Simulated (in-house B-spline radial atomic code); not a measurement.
Atomic self-consistent-field run: Au²⁺ (with a hole in an inner shell). Level of theory: Dirac-Kohn-Sham PBE, spherical fractional occupations, Fermi nucleus of rms radius 5.4371 fm; calculated with a B-spline radial code for spherical atoms.

In the input, a minus or plus after the letter marks the j = l - 1/2 or j = l + 1/2 subshell.

Command:
```bash
python run_scf.py task.json out
```
Settings (nuclear radius in fm, mass in u):
```
Z                79
configuration    1s2 2s2 2p-2 2p+3 3s2 3p6 3d10 4s2 4p6 4d10 4f14 5s2 5p6 5d10
hamiltonian      dirac
method           pbe,pbe
spin_polarised   False
nucleus          fermi
rms_radius       5.4371
atomic_mass      196.96657
speed_of_light   137.035999084
```

Output (hartree, bohr):
```
 radial grid: 78 intervals, B-splines of order 8, outer radius 53.7037 bohr

 iter        energy (Eh)    residual
    1      -18603.667109    5.98e-01
    2      -18604.343899    2.17e-01
    3      -18605.119244    4.38e-02
    4      -18605.153100    2.00e-02
    5      -18605.152328    1.10e-02
    6      -18605.155073    4.92e-03
    7      -18605.155729    3.37e-05
    8      -18605.155729    2.09e-05
    9      -18605.155729    6.19e-07

 total energy                    -18605.15573
 kinetic                           21420.0990
 electron-nucleus                 -46850.7133
 Hartree                            7181.1356
 exchange-correlation               -355.6771

 first-order corrections (not in the total)
   Gaunt                            22.8268
   retardation                      -2.3394
   frequency dependence             -0.3679
   self-energy                      18.0091
   Uehling                          -3.6741
   Wichmann-Kroll                    0.1604
   recoil                            0.0326

 orbital      occ     eigenvalue          <r>       <r^2>       <1/r>       r_max    small
 1s1/2      2.000     -2975.9627    0.0168659 0.000393168     95.7012     0.01042  9.00e-02
 2s1/2      2.000      -531.0682    0.0701959  0.00589263     23.6284     0.06023  2.08e-02
 2p1/2      2.000      -510.9662    0.0576949  0.00415803     23.5907      0.0443  2.09e-02
 2p3/2      3.000      -442.7589    0.0661763  0.00532907     19.2252     0.05163  1.86e-02
 3s1/2      2.000      -126.9222     0.181826   0.0379532     8.71951      0.1688  7.01e-03
 3p1/2      2.000      -117.6271     0.171791   0.0344508     8.64483      0.1572  6.97e-03
 3p3/2      4.000      -102.3843     0.187284   0.0407247     7.49585       0.172  6.29e-03
 3d3/2      4.000       -86.8500     0.162379    0.030942     7.41901      0.1333  6.22e-03
 3d5/2      6.000       -83.4976     0.167143   0.0326567     7.15394      0.1374  6.03e-03
 4s1/2      2.000       -28.4085     0.402573     0.18309     3.69762      0.3795  2.39e-03
 4p1/2      2.000       -24.3393     0.403898    0.185777     3.59472      0.3768  2.30e-03
 4p3/2      4.000       -20.6593     0.437264    0.217372     3.19619      0.4071  2.04e-03
 4d3/2      4.000       -13.9234     0.442739    0.226612     3.00682      0.3979  1.85e-03
 4d5/2      6.000       -13.2198     0.453712    0.237782     2.91374      0.4073  1.78e-03
 4f5/2      6.000        -4.3599     0.477729    0.275387     2.56013      0.3635  1.42e-03
 4f7/2      8.000        -4.2046     0.484432    0.283204     2.52331       0.368  1.39e-03
 5s1/2      2.000        -4.9437     0.910979    0.931115     1.50769      0.8361  6.11e-04
 5p1/2      2.000        -3.5896     0.979324     1.08348     1.38494      0.8797  5.28e-04
 5p3/2      4.000        -2.9460      1.07341     1.30281     1.23762      0.9572  4.46e-04
 5d3/2      4.000        -1.1029      1.40975     2.32348    0.931932        1.14  2.62e-04
 5d5/2      6.000        -1.0329      1.46241     2.50402    0.895849       1.175  2.44e-04
```

Cost of the run: 1.3 s on 1 thread of Arm Neoverse V1, on a shared host.

For the Dirac Hamiltonian the kinetic term is c α·p + (β - 1)c².
